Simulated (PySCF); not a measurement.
Below is a simulated gas-phase Si 2p photoelectron spectrum of (F)2Al-S-SiH3, AlF2H3SSi.

Every computed line was given a Gaussian of 1.0 eV full width at half maximum and an area set by the number of equivalent atoms (split 2:1 within a doublet); the highest printed point is 100. The calculation used PySCF 2.14.0, delta-SCF UKS SCAN, pcX-2 on the ionised atom, pcseg-1 elsewhere, spin-free X2C.

binding energy (eV), intensity and a bar:
```
    106.3          0 
    106.4          0 
    106.5          1 
    106.6          2 #
    106.7          4 #
    106.8          6 ##
    106.9         10 ###
    107.0         17 #####
    107.1         25 #######
    107.2         35 ##########
    107.3         47 ##############
    107.4         60 ##################
    107.5         73 ######################
    107.6         84 #########################
    107.7         93 ############################
    107.8         98 #############################
    107.9        100 ##############################
    108.0         98 #############################
    108.1         93 ############################
    108.2         86 ##########################
    108.3         78 #######################
    108.4         68 #####################
    108.5         59 ##################
    108.6         49 ###############
    108.7         39 ############
    108.8         30 #########
    108.9         22 #######
    109.0         16 #####
    109.1         11 ###
    109.2          7 ##
    109.3          4 #
    109.4          2 #
    109.5          1 
    109.6          1 
    109.7          0 
    109.8          0
```

Question: Count the maxima, the lines and the sites behind this envelope.

Answer: The curve has 1 maximum (at 107.9 eV). Under it lie 2 lines from 1 inequivalent silicon site, drawn as a 2p3/2, 2p1/2 pair. At this width some lines have no maximum of their own.

Question: Decompose the envelope and assign each component. Bonds: Al1–F2, Al1–F3, Al1–S4, S4–Si5. Hydrogens: H6, H7, H8 on Si5.

Answer: 
| position (eV) | relative area | line | atoms | environment |
| --- | --- | --- | --- | --- |
| 107.76 | 0.67 | Si 2p3/2 | Si5 | silicon bonded to S and 3 H |
| 108.39 | 0.33 | Si 2p1/2 | Si5 | silicon bonded to S and 3 H |

Question: What are the centre and the root-mean-square width of the whole band?

Answer: The area-weighted mean of the lines is 107.97 eV. Their own spread about it is 0.29 eV (rms) and each Gaussian has σ = 1.0/2.355 = 0.42 eV; the variances add, which gives 0.52 eV.

No satellites, vibrations or lifetime broadening are included. Spin–orbit and ligand-field terms were added within each 2p shell after the spin-free SCF. 2p1/2 minus 2p3/2 (ligand field included): Si 0.63 eV. One conformer (not necessarily the lowest) at the PBE0-D3(BJ)/def2-SVP geometry, without solvent, vibrations or thermal averaging.

On one thread of an Intel Xeon at 2.50 GHz, no GPU, shared host, this took 56 s of wall time and 0.46 GiB of memory at its peak.
